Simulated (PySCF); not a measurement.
A GIAO shielding run with PySCF 2.14.0 with density-fitted response routines (density fitting, non-relativistic, gas phase) on SMILES C1C([Si]([SiH2]CC=C)([SiH3])[SiH3])C1, C$_{6}$H$_{18}$Si$_{4}$:

```
$ OMP_NUM_THREADS=1 python probes_run.py task.json out

{"job": {"kind": "nmr", "xc": "PBE0", "basis": "pcSseg-1"}, "charge": 0, "multiplicity": 1}
C      2.678189    -2.070415    -0.112592
C      2.690473    -1.112699    -1.045101
C      2.851013     0.347812    -0.787230
Si     1.196411     1.261314    -1.005698
Si    -0.420023     0.377306     0.443131
Si     0.407360     0.422352     2.635883
Si    -0.892315    -1.860898    -0.114204
C     -1.980817     1.426885     0.343388
C     -3.316492     0.916720     0.823159
C     -3.082184     1.109974    -0.638662
H      2.829929    -1.841368     0.947314
H      2.520941    -3.118162    -0.378551
H      2.530190    -1.400983    -2.092259
H      3.577176     0.798377    -1.485302
H      3.215458     0.534112     0.236605
H      1.383548     2.724990    -0.735699
H      0.733101     1.115982    -2.424305
H      0.653890     1.832471     3.077576
H      1.700981    -0.324631     2.736250
H     -0.565526    -0.203197     3.586690
H     -2.359245    -2.122160     0.062567
H     -0.155916    -2.801840     0.782992
H     -0.545639    -2.170790    -1.535589
H     -1.798991     2.494677     0.514416
H     -3.375470    -0.107396     1.205117
H     -3.971983     1.621815     1.341550
H     -3.574876     1.947579    -1.139921
H     -2.978565     0.218915    -1.266846
```

Hardware: 1 thread of an Arm Neoverse V2, shared host. The job also computes population analyses, field gradients, ring-centre shieldings.

(1) How large is the calculation?

(2) How long does it take, and how much memory does it need?

(3) And these other runs on the same molecule and hardware: GIAO shielding at PBE/pcSseg-1?

Results:

(1) 110 electrons, 288 basis functions and 1586 auxiliary functions.

(2) 100 s of wall time, with 13 SCF cycles and 4 response iterations; peak memory 1.5 GiB. Times on a shared host scatter by some tens of per cent.

(3) PBE/pcSseg-1: 288 functions, 100 s.
